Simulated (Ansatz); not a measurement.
Energy difference R1 → 2 P1, each structure at its B3LYP-D3(BJ)/def2-TZVP stationary point, reached from a drawn start (curvature not checked).
P1: S atom, charge 0, multiplicity 3.
R1, S2 (SMILES S=S) (charge 0, multiplicity 3):
```xyz
2

S      0.00000     0.00000    -0.95179
S      0.00000     0.00000     0.95179
```

P less R. No zero-point or thermal terms; open shells are unrestricted; no spin–orbit coupling.

Correlated levels freeze the cores.

Codes used: Ansatz (Gaussian basis) for Hartree–Fock, density functionals and correlated methods. No computed number here is a measurement.

Q: Give the reaction energy at the level CCSD(T)/cc-pV(Q+d)Z.

A: 99.8 kcal/mol

Q: Predict the reaction energy from CCSD(T)/cc-pV(T+d)Z.

A: 95.2 kcal/mol

Q: What is the computed reaction energy (wB97M-V/def2-TZVPP)?

A: 105.1 kcal/mol

Ansatz is a quantum-chemistry and plane-wave program.
